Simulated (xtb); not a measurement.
xtb input (GFN2-xTB):

```bash
xtb mol.xyz --gfn 2 --sp --chrg 0 --uhf 0
```
mol.xyz:
```
5

O      1.60434851    -0.44260220     0.01455592
Al    -0.01584630    -0.00515790    -0.00070916
F     -1.15396683    -1.17959355    -0.09934271
F     -0.50813096     1.56042814     0.07965295
H      2.33009392     0.18035892     0.06997949
```

Output:

```
           -------------------------------------------------
          |                Calculation Setup                |
           -------------------------------------------------

           -------------------------------------------------
          |                 G F N 2 - x T B                 |
           -------------------------------------------------

        Reference                      10.1021/acs.jctc.8b01176
      * Hamiltonian:
        H0-scaling (s, p, d)           1.850000    2.230000    2.230000
        zeta-weighting                 0.500000
      * Dispersion:
        s8                             2.700000
        a1                             0.520000
        a2                             5.000000
        s9                             5.000000
      * Repulsion:
        kExp                           1.500000    1.000000
        rExp                           1.000000
      * Coulomb:
        alpha                          2.000000
        third order                    shell-resolved
        anisotropic                    true
        a3                             3.000000
        a5                             4.000000
        cn-shift                       1.200000
        cn-exp                         4.000000
        max-rad                        5.000000

          ...................................................
          :                      SETUP                      :
          :.................................................:
          :  # basis functions                  23          :
          :  # atomic orbitals                  22          :
          :  # shells                           10          :
          :  # electrons                        24          :
          :  max. iterations                   250          :
          :  Hamiltonian                  GFN2-xTB          :
          :  restarted?                      false          :
          :  GBSA solvation                  false          :
          :  PC potential                    false          :
          :  electronic temp.          300.0000000     K    :
          :  accuracy                    1.0000000          :
          :  -> integral cutoff          0.2500000E+02      :
          :  -> integral neglect         0.1000000E-07      :
          :  -> SCF convergence          0.1000000E-05 Eh   :
          :  -> wf. convergence          0.1000000E-03 e    :
          :  Broyden damping             0.4000000          :
          :  net charge                          0          :
          :  unpaired electrons                  0          :
          ...................................................

 iter      E             dE          RMSdq      gap      omega  full diag
   1    -15.3412741 -0.153413E+02  0.223E+01    6.55       0.0  T
   2    -15.3767153 -0.354411E-01  0.127E+01    5.81       1.0  T
   3    -15.3786656 -0.195038E-02  0.194E+00    4.95       1.0  T
   4    -15.3861399 -0.747429E-02  0.789E-01    5.55       1.0  T
   5    -15.3864397 -0.299772E-03  0.546E-01    5.54       1.0  T
   6    -15.3863877  0.520280E-04  0.236E-01    5.42       1.0  T
   7    -15.3865347 -0.147025E-03  0.782E-02    5.52       1.0  T
   8    -15.3865485 -0.137555E-04  0.871E-03    5.50       5.1  T
   9    -15.3865482  0.241095E-06  0.979E-03    5.50       4.6  T
  10    -15.3865485 -0.261844E-06  0.177E-03    5.50      25.2  T
  11    -15.3865485 -0.561688E-09  0.475E-04    5.50      94.1  T
  12    -15.3865485 -0.226397E-10  0.269E-04    5.50     166.5  T

   *** convergence criteria satisfied after 12 iterations ***

         #    Occupation            Energy/Eh            Energy/eV
      -------------------------------------------------------------
         1        2.0000           -0.8278649             -22.5273
       ...           ...                  ...                  ...
         6        2.0000           -0.5282630             -14.3748
         7        2.0000           -0.5241340             -14.2624
         8        2.0000           -0.5202473             -14.1566
         9        2.0000           -0.5169088             -14.0658
        10        2.0000           -0.5111990             -13.9104
        11        2.0000           -0.5059632             -13.7680
        12        2.0000           -0.5003905             -13.6163 (HOMO)
        13                         -0.2982730              -8.1164 (LUMO)
        14                         -0.1393429              -3.7917
        15                         -0.0407146              -1.1079
        16                         -0.0385503              -1.0490
        17                         -0.0184607              -0.5023
       ...                                ...                  ...
        22                          1.0351530              28.1679
      -------------------------------------------------------------
                  HL-Gap            0.2021175 Eh            5.4999 eV
             Fermi-level           -0.3993318 Eh          -10.8664 eV

 SCC (total)                   0 d,  0 h,  0 min,  0.002 sec
 SCC setup                      ...        0 min,  0.000 sec (  2.056%)
 Dispersion                     ...        0 min,  0.000 sec (  0.671%)
 classical contributions        ...        0 min,  0.000 sec (  0.320%)
 integral evaluation            ...        0 min,  0.000 sec ( 16.889%)
 iterations                     ...        0 min,  0.001 sec ( 53.936%)
 molecular gradient             ...        0 min,  0.001 sec ( 23.832%)
 printout                       ...        0 min,  0.000 sec (  2.126%)

         :::::::::::::::::::::::::::::::::::::::::::::::::::::
         ::                     SUMMARY                     ::
         :::::::::::::::::::::::::::::::::::::::::::::::::::::
         :: total energy             -15.327485416615 Eh    ::
         :: gradient norm              0.020944448806 Eh/a0 ::
         :: HOMO-LUMO gap              5.499896028271 eV    ::
         ::.................................................::
         :: SCC energy               -15.386548244584 Eh    ::
         :: -> isotropic ES            0.091525285273 Eh    ::
         :: -> anisotropic ES          0.002179094493 Eh    ::
         :: -> anisotropic XC         -0.004107401270 Eh    ::
         :: -> dispersion             -0.001590043003 Eh    ::
         :: repulsion energy           0.059062827969 Eh    ::
         :: add. restraining           0.000000000000 Eh    ::
         :: total charge               0.000000000000 e     ::
         :::::::::::::::::::::::::::::::::::::::::::::::::::::

           -------------------------------------------------
          |                Property Printout                |
           -------------------------------------------------

    * Orbital Energies and Occupations

         #    Occupation            Energy/Eh            Energy/eV
      -------------------------------------------------------------
         1        2.0000           -0.8278649             -22.5273
         2        2.0000           -0.8142492             -22.1568
         3        2.0000           -0.7092304             -19.2991
         4        2.0000           -0.6005147             -16.3408
         5        2.0000           -0.5476280             -14.9017
         6        2.0000           -0.5282630             -14.3748
         7        2.0000           -0.5241340             -14.2624
         8        2.0000           -0.5202473             -14.1566
         9        2.0000           -0.5169088             -14.0658
        10        2.0000           -0.5111990             -13.9104
        11        2.0000           -0.5059632             -13.7680
        12        2.0000           -0.5003905             -13.6163 (HOMO)
Note: The following floating-point exceptions are signalling: IEEE_DENORMAL
normal termination of xtb
        13                         -0.2982730              -8.1164 (LUMO)
        14                         -0.1393429              -3.7917
        15                         -0.0407146              -1.1079
        16                         -0.0385503              -1.0490
        17                         -0.0184607              -0.5023
        18                         -0.0054601              -0.1486
        19                          0.1024655               2.7882
        20                          0.4459914              12.1360
        21                          0.8669532              23.5910
        22                          1.0351530              28.1679
      -------------------------------------------------------------
                  HL-Gap            0.2021175 Eh            5.4999 eV
             Fermi-level           -0.3993318 Eh          -10.8664 eV

     #   Z          covCN         q      C6AA      α(0)
     1   8 O        1.540    -0.435    21.632     6.274
     2  13 Al       2.088     0.561   149.378    28.823
     3   9 F        0.672    -0.225    11.517     4.006
     4   9 F        0.672    -0.243    11.706     4.039
     5   1 H        0.815     0.343     0.604     1.220

 Mol. C6AA /au·bohr⁶  :        549.667336
 Mol. C8AA /au·bohr⁸  :      27390.233199
 Mol. α(0) /au        :         44.362061

Wiberg/Mayer (AO) data.
largest (>0.10) Wiberg bond orders for each atom

 ---------------------------------------------------------------------------
     #   Z sym  total        # sym  WBO       # sym  WBO       # sym  WBO
 ---------------------------------------------------------------------------
     1   8 O    2.313 --     2 Al   1.372     5 H    0.843
     2  13 Al   3.882 --     1 O    1.372     3 F    1.256     4 F    1.220
     3   9 F    1.345 --     2 Al   1.256
     4   9 F    1.316 --     2 Al   1.220
     5   1 H    0.882 --     1 O    0.843
 ---------------------------------------------------------------------------

Topologies differ in total number of bonds
Writing topology from bond orders to xtbtopo.mol

molecular dipole:
                 x           y           z       tot (Debye)
 q only:        0.897       0.262       0.038
   full:        0.966       0.360       0.046       2.623
molecular quadrupole (traceless):
                xx          xy          yy          xz          yz          zz
 q only:        3.103       1.818      -4.167       0.159      -0.265       1.064
  q+dip:        3.758       2.279      -4.767       0.205      -0.285       1.010
   full:        2.267       2.516      -6.577       0.097      -0.584       4.309

           -------------------------------------------------
          | TOTAL ENERGY              -15.327485416615 Eh   |
          | GRADIENT NORM               0.020944448806 Eh/α |
          | HOMO-LUMO GAP               5.499896028271 eV   |
           -------------------------------------------------

------------------------------------------------------------------------
------------------------------------------------------------------------
 total:
 SCF:
```
